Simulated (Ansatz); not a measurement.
Reaction (ligand exchange at the Al–N bond): `C[NH][AlH][SH]` + HBr → `[SH][AlH][Br]` + CH₃NH₂

Gas-phase electronic energies from Ansatz, PBE0-D4/def2-TZVP geometries. CCSD(T)/CBS is the MP2 limit (def2-TZVPP, def2-QZVPP) plus CCSD(T) − MP2 in def2-TZVPP, frozen cores. Functionals use def2-TZVPP. B3LYP here is the variant with VWN-RPA as its local correlation; programs differ in this. HSE06 is defined as in plane-wave codes. For Br outer-core shells are correlated without core-valence functions, which leaves a few kJ/mol of doubt a bond. Scalar relativity is left out up to krypton. Each species was taken in one conformer, which may not be the lowest.

`C[NH][AlH][SH]`:

Z-matrix (Å, degrees):
```
C
N 1 1.445
H 1 1.096 2 112.4
H 1 1.096 2 112.3 3 -121.7
H 1 1.092 2 110.2 3 119.2
Al 2 1.766 1 131.3 3 -118.3
H 2 1.010 1 111.7 3 61.6
S 6 2.189 2 121.3 1 0.3
H 6 1.576 2 119.4 1 -179.7
H 8 1.344 6 94.3 2 0.5
```

HBr:

Z-matrix (Å, degrees):
```
Br
H 1 1.420
```

`[SH][AlH][Br]`:

Cartesian coordinates in Å:
```
S 1.588 0.324 -0.546
Al -0.188 -0.288 0.541
Br -2.210 0.134 -0.359
H 0.876 0.838 -1.565
H -0.066 -1.009 1.929
```

CH₃NH₂:

Z-matrix (Å, degrees):
```
C
N 1 1.453
H 1 1.092 2 109.4
H 1 1.100 2 115.4 3 -121.6
H 1 1.092 2 109.4 3 116.8
H 2 1.012 1 110.6 3 62.6
H 2 1.012 1 110.6 3 -179.3
```

(1) Is it downhill or uphill in electronic energy at CCSD(T)/CBS, and by how much? (Best estimate.)

(2) What do these levels give: B3LYP-D4, HSE06-D4, ωB97M-V, MP2/def2-TZVPP, CCSD/def2-TZVPP, HF/CBS(def2)? (Estimate.)

Largest T1 diagnostic among the species: 0.011.

Answers

(1) The calculation gave: Downhill: ΔE = -0.78 eV.

(2) Ansatz gave: B3LYP-D4 -0.72, HSE06-D4 -0.81, ωB97M-V -0.77, MP2/def2-TZVPP -0.76, CCSD/def2-TZVPP -0.75, HF/CBS(def2) -0.90 eV.

From r2SCAN to r2SCAN0 (25 % exact exchange), in def2-TZVPP and without D4, ΔE moves by −0.04 eV. At CCSD(T), def2-SVP lies +0.07 eV from the extrapolated value and def2-TZVPP +0.05 eV. In def2-TZVPP, CCSD(T) changes the Hartree–Fock value by +0.18 eV (the triples alone add +0.02 eV) and MP2 by +0.15 eV.
